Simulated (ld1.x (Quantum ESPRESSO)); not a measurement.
## u(r) = r·R(r): atom against pseudo-atom (technetium (Tc))

Columns: radius, all-electron u(r) and pseudo u(r) of the 4d shell (level -6.66 eV) of technetium in the configuration [Ar] 3d10 4s2 4p6 4d5 5s2 5p0; Wu–Cohen, scalar-relativistic, TM scheme, ld1.x (Quantum ESPRESSO) 7.5.

| r (bohr) | all-electron | pseudo |
| --- | --- | --- |
| 0.090 | 0.1233 | -0.0018 |
| 0.180 | 0.3288 | -0.0140 |
| 0.270 | 0.3823 | -0.0450 |
| 0.360 | 0.2888 | -0.0996 |
| 0.450 | 0.1163 | -0.1778 |
| 0.540 | -0.0796 | -0.2750 |
| 0.630 | -0.2663 | -0.3829 |
| 0.720 | -0.4276 | -0.4917 |
| 0.810 | -0.5578 | -0.5915 |
| 0.900 | -0.6565 | -0.6750 |
| 0.990 | -0.7263 | -0.7381 |
| 1.080 | -0.7712 | -0.7799 |
| 1.170 | -0.7956 | -0.8022 |
| 1.260 | -0.8039 | -0.8085 |
| 1.350 | -0.7998 | -0.8025 |
| 1.440 | -0.7864 | -0.7877 |
| 1.530 | -0.7663 | -0.7667 |
| 1.620 | -0.7414 | -0.7415 |
| 1.710 | -0.7135 | -0.7135 |
| 1.800 | -0.6835 | -0.6835 |
| 1.890 | -0.6526 | -0.6526 |
| 1.980 | -0.6213 | -0.6213 |
| 2.070 | -0.5901 | -0.5901 |
| 2.160 | -0.5596 | -0.5596 |
| 2.250 | -0.5298 | -0.5298 |
| 2.340 | -0.5011 | -0.5011 |

(1) How many radial nodes do the two functions have?

(2) At about which radius was the pseudo-wave matched?

(3) Is the pseudo-wave norm-conserving?

Results:

(1) The all-electron 4d function has n − l − 1 = 1; the pseudo-wave has 0, since the states of the same l below it are removed with the core.

(2) 1.80 bohr. The columns agree to 0.0005 from 1.53 bohr on; several derivatives are matched, so the curves merge somewhat inside the radius.

(3) Yes: the TM scheme keeps the norm inside the radius equal to the all-electron one, which fixes the energy derivative of the logarithmic derivative at the level.
